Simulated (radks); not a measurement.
Results of a calculation; reference values are marked as such.
All-electron atom: Dy+ in [Xe] 4f10 6s1. Code: a radial shooting solver on a logarithmic mesh with Libxc functionals. Model: Dirac Kohn-Sham, Wu-Cohen GGA, spin-unpolarised, spherical densities, point nucleus; open shells fill j = l - 1/2 first.

Unscreened Slater integrals over Kohn-Sham orbitals (cm^-1). Large and small components are both included. Empty in this configuration: 5d3/2.

\begin{tabular}{lr}
integral & value \\ \hline
F0(6s1/2,6s1/2) & 53391 \\
F0(6s1/2,4f7/2) & 69420 \\
G3(6s1/2,4f7/2) & 2800.1 \\
F0(6s1/2,4f5/2) & 69516 \\
G3(6s1/2,4f5/2) & 2681.3 \\
F0(6s1/2,5p3/2) & 66300 \\
G1(6s1/2,5p3/2) & 5628.0 \\
F0(6s1/2,5d3/2) & 59777 \\
G2(6s1/2,5d3/2) & 20856 \\
F0(4f7/2,4f7/2) & 236060 \\
F2(4f7/2,4f7/2) & 108200 \\
F4(4f7/2,4f7/2) & 67167 \\
F6(4f7/2,4f7/2) & 48126 \\
F0(4f7/2,4f5/2) & 238410 \\
F2(4f7/2,4f5/2) & 109460 \\
F4(4f7/2,4f5/2) & 67975 \\
G2(4f7/2,4f5/2) & 109200 \\
G4(4f7/2,4f5/2) & 67823 \\
G6(4f7/2,4f5/2) & 48607 \\
F0(4f7/2,5p3/2) & 149720 \\
F2(4f7/2,5p3/2) & 51172 \\
G2(4f7/2,5p3/2) & 28399 \\
G4(4f7/2,5p3/2) & 21351 \\
F0(4f7/2,5d3/2) & 96943 \\
F2(4f7/2,5d3/2) & 22075 \\
G3(4f7/2,5d3/2) & 9095.4 \\
G5(4f7/2,5d3/2) & 6669.0 \\
F0(4f5/2,4f5/2) & 240810 \\
F2(4f5/2,4f5/2) & 110750 \\
F4(4f5/2,4f5/2) & 68815 \\
F0(4f5/2,5p3/2) & 150400 \\
F2(4f5/2,5p3/2) & 50790 \\
G2(4f5/2,5p3/2) & 27654 \\
G4(4f5/2,5p3/2) & 20888 \\
F0(4f5/2,5d3/2) & 97168 \\
F2(4f5/2,5d3/2) & 21681 \\
G1(4f5/2,5d3/2) & 11941 \\
G3(4f5/2,5d3/2) & 8724.2 \\
F0(5p3/2,5p3/2) & 125490 \\
F2(5p3/2,5p3/2) & 67201 \\
F0(5p3/2,5d3/2) & 89917 \\
F2(5p3/2,5d3/2) & 39741 \\
G1(5p3/2,5d3/2) & 45231 \\
G3(5p3/2,5d3/2) & 27392 \\
F0(5d3/2,5d3/2) & 73448 \\
F2(5d3/2,5d3/2) & 36281 \\
\end{tabular}
